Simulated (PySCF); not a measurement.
# Nuclear quadrupole coupling in `C=C/C=C/C(=O)Cl`

Species: C₅H₅ClO.
Cartesian coordinates in Å at the GFN2-xTB level; atoms count from 1:
```xyz
12
C5H5ClO angstrom
C     -2.286    0.847   -0.462
C     -1.371    0.099    0.152
C      0.028    0.155   -0.171
C      0.970   -0.591    0.436
C      2.360   -0.471    0.049
O      2.847    0.230   -0.781
Cl     3.402   -1.559    0.999
H     -2.016    1.541   -1.242
H     -3.330    0.792   -0.208
H     -1.661   -0.592    0.932
H      0.333    0.842   -0.950
H      0.726   -1.292    1.219
```

Field gradients from the PBE0/pcSseg-1 density (PySCF, non-relativistic), principal values in atomic units, ordered |Vxx| ≤ |Vyy| ≤ |Vzz|:

| atom | Vxx | Vyy | Vzz |
| --- | --- | --- | --- |
| O6 | 0.5074 | 1.0025 | -1.5099 |
| Cl7 | -1.1152 | -2.0905 | 3.2058 |

Task: Find the asymmetry η = (Vxx − Vyy)/Vzz and the couplings χ = eQV/h (234.96 MHz × Q in barn × V in au), with Q(17O) = −0.0256 b, Q(35Cl) = −0.0817 b.

Result: 
```tsv
atom	environment	nucleus	η	χzz (MHz)	χxx (MHz)	χyy (MHz)
O6	carbonyl oxygen	17O	0.33	9.08	-3.05	-6.03
Cl7	chlorine bonded to C	35Cl	0.30	-61.54	21.41	40.13
```

Task: What is Vzz at Cl7 in SI units (1 au = 9.71736 × 10²¹ V/m²)?

Result: 3.2058 au = 31.152 × 10²¹ V/m².

Task: And the gradient at the other heavy atoms, for which no coupling is worked out here?

Result: 
| atom | environment | Vzz (au) | η |
| --- | --- | --- | --- |
| C1 | terminal =CH2 carbon | 0.401 | 0.25 |
| C2 | alkene CH carbon | 0.324 | 0.48 |
| C3 | alkene CH carbon | 0.477 | 0.22 |
| C4 | alkene CH carbon | 0.210 | 0.95 |
| C5 | acyl halide carbon | -0.457 | 0.50 |

Task: What couplings would deuterons (Q(2H) = 0.00286 b) have in place of the hydrogens, at this geometry?

Result: 
| atom | bonded to | bond length (Å) | Vzz (au) | η | χzz (kHz) |
| --- | --- | --- | --- | --- | --- |
| H8 | C1 | 1.078 | 0.3316 | 0.04 | 223 |
| H9 | C1 | 1.076 | 0.3351 | 0.04 | 225 |
| H10 | C2 | 1.082 | 0.3212 | 0.07 | 216 |
| H11 | C3 | 1.083 | 0.3130 | 0.04 | 210 |
| H12 | C4 | 1.079 | 0.3239 | 0.10 | 218 |

One conformer (not necessarily the lowest) at the GFN2-xTB geometry, without solvent, vibrations or thermal averaging. GFN2-xTB bond lengths can be off by several hundredths of an ångström, more for odd bonds, and the gradients follow them. These gradients aren't converged with respect to the basis.

The run behind these numbers computed NMR shieldings as well. Rough CPU time on one thread of a shared machine: about 40 s.
